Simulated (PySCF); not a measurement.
Atoms are numbered as in `[CH3:1][SiH2:2][O:3][SiH2:4][F:5]`. Hydrogens are named by the atom that carries them.

Geometry: PBE0-D3(BJ)/def2-SVP; GIAO absolute shieldings from PySCF 2.14.0 with density-fitted response routines, gas phase, non-relativistic, averaged over equivalent atoms.

At PBE0/IGLO-III (263 basis functions, 40 s wall time on 1 thread of an Arm Neoverse V1, shared host):
```
 atoms  σ (ppm)
    C1    183.8
   Si2    360.0
   Si4    377.9
    O3    256.5
    F5    328.6
H(Si2)    26.09
H(Si4)    26.14
 H(C1)    30.89
```

Question: Predict the values at KT2/pcSseg-2 on the same geometry.

Answer: 
| atoms | σ at KT2/pcSseg-2 | change |
| --- | --- | --- |
| C1 | 181.7 | -2.1 |
| Si2 | 361.4 | +1.4 |
| Si4 | 377.0 | -0.9 |
| O3 | 244.3 | -12.2 |
| F5 | 312.2 | -16.4 |
| H(Si2) | 25.82 | -0.27 |
| H(Si4) | 25.84 | -0.30 |
| H(C1) | 30.69 | -0.20 |

The largest change is at F5 (fluorine bonded to Si). Cost: 292 basis functions, 51 s wall time on 1 thread of an Arm Neoverse V1, shared host.
